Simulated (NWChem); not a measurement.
System: CH3CdFN2; SMILES [F][Cd]1[NH]C=[NH]->1

Input file for NWChem:

```
start job
memory heap 200 mb stack 900 mb global 1100 mb
geometry units angstroms noautoz
  Cd    -0.002087    -0.532369    -0.399068
  F     -0.001918    -2.499346    -0.423342
  C     -0.002318     2.109071    -0.366906
  N     -1.130107     1.413187    -0.369449
  N      1.125601     1.413626    -0.379696
  H     -0.002470     3.221989    -0.356242
  H     -2.015747     1.921965    -0.359596
  H      2.011069     1.922734    -0.377837
end
basis spherical
  Cd library def2-svp
  F library def2-svp
  C library def2-svp
  N library def2-svp
  H library def2-svp
end
ecp
  Cd library def2-ecp
end
dft
  xc b3pw91
  iterations 150
  mulliken
end
task dft energy
```

NWChem printed, in part:

```
             Northwest Computational Chemistry Package (NWChem) 7.3.0
             --------------------------------------------------------

 CS  symmetry detected

                             Geometry "geometry" -> ""
                             -------------------------

 Output coordinates in angstroms (scale by  1.889725989 to convert to a.u.)

  No.       Tag          Charge          X              Y              Z
 ---- ---------------- ---------- -------------- -------------- --------------
    1 Cd                  48.0000    -0.00001275    -0.42566377     0.00000000
    2 F                    9.0000    -0.00002763    -2.39279055     0.00000000
    3 C                    6.0000    -0.00042812     2.21597201     0.00000000
    4 N                    7.0000     0.00048509     1.52026586    -1.12786566
    5 N                    7.0000     0.00048509     1.52026586     1.12786566
    6 H                    1.0000    -0.00348995     3.32893689     0.00000000
    7 H                    1.0000     0.00006404     2.02924238    -2.01342869
    8 H                    1.0000     0.00006404     2.02924238     2.01342869

 Effective nuclear repulsion energy (a.u.)     444.8048393726

      Symmetry information
      --------------------

 Group name             Cs
 Group number              2
 Group order               2
 No. of unique centers     6

                                 NWChem DFT Module
                                 -----------------

 Summary of "ao basis" -> "ao basis" (spherical)
 ------------------------------------------------------------------------------
       Tag                 Description            Shells   Functions and Types
 ---------------- ------------------------------  ------  ---------------------
 Cd                         def2-svp                11       31   5s3p2d1f
 F                          def2-svp                 6       14   3s2p1d
 C                          def2-svp                 6       14   3s2p1d
 N                          def2-svp                 6       14   3s2p1d
 H                          def2-svp                 3        5   2s1p

      Symmetry analysis of basis
      --------------------------

        a'         64
        a"         38

            General Information
            -------------------
          SCF calculation type: DFT
          Wavefunction type:  closed shell.
          No. of atoms     :     8
          No. of electrons :    52
           Alpha electrons :    26
            Beta electrons :    26
          Charge           :     0
          Spin multiplicity:     1
          Use of symmetry is: on ; symmetry adaption is: on
          Maximum number of iterations: 150
          AO basis - number of functions:   102
                     number of shells:    44
          Convergence on energy requested:  1.00D-06
          Convergence on density requested:  1.00D-05
          Convergence on gradient requested:  5.00D-04

              XC Information
              --------------
                       B3PW91 Method XC Functional
                     Hartree-Fock (Exact) Exchange  0.200
                        Slater Exchange Functional  0.800 local
                    Becke 1988 Exchange Functional  0.720 non-local
                Perdew 1991 Correlation Functional  0.810 non-local
            Perdew 1991 LDA Correlation Functional  1.000 local

             Grid Information
             ----------------
          Grid used for XC integration:  medium
          Radial quadrature: Mura-Knowles
          Angular quadrature: Lebedev.
          Tag              B.-S. Rad. Rad. Pts. Rad. Cut. Ang. Pts.
          ---              ---------- --------- --------- ---------
          Cd                  1.55      123          11.0       590
          F                   0.50       49          13.0       434
          C                   0.70       49          10.0       434
          N                   0.65       49           9.0       434
          H                   0.35       45          12.0       434
          Grid pruning is: on
          Number of quadrature shells:   360
          Spatial weights used:  Erf1

      Superposition of Atomic Density Guess
      -------------------------------------

 Sum of atomic energies:        -438.87720813

      Non-variational initial energy
      ------------------------------

 Total energy =    -415.368048
 1-e energy   =   -1109.384427
 2-e energy   =     456.164972
 HOMO         =      -0.299129
 LUMO         =      -0.077624

      Symmetry analysis of molecular orbitals - initial
      -------------------------------------------------

  Numbering of irreducible representations:

     1 a'          2 a"

  Orbital symmetries:

     1 a'          2 a'          3 a"          4 a'          5 a'
     6 a'          7 a"          8 a'          9 a'         10 a'
    11 a"         12 a'         13 a'         14 a"         15 a'
    16 a'         17 a"         18 a'         19 a"         20 a'
    21 a'         22 a"         23 a'         24 a"         25 a'
    26 a"         27 a'         28 a'         29 a'         30 a"
    31 a'         32 a'         33 a"         34 a'         35 a'
    36 a"

     ---------------------------------------------
      Total Density - Mulliken Population Analysis
     ---------------------------------------------

    Atom       Charge   Shell Charges
 -----------   ------   -------------------------------------------------------
    1 Cd  20    18.81  -0.37  1.61  0.75  0.42  0.21  5.95  0.16  0.07  9.17  0.83  0.00
    2 F    9     9.81   1.99  1.16  0.82  3.60  2.25  0.00
    3 C    6     5.55   1.99  0.94  0.22  1.68  0.65  0.08
    4 N    7     7.69   1.99  1.05  0.54  2.48  1.61  0.01
    5 N    7     7.69   1.99  1.05  0.54  2.48  1.61  0.01
    6 H    1     0.91   0.66  0.22  0.02
    7 H    1     0.77   0.60  0.12  0.04
    8 H    1     0.77   0.60  0.12  0.04

[...]
```

Level: B3PW91/def2-SVP with def2 effective core potentials on Cd. Coordinates come from a PBE-D3(BJ)/def2-SVP optimisation. Not confirmed as a minimum by frequencies. def2 effective core potentials on Cd; no spin-orbit coupling.
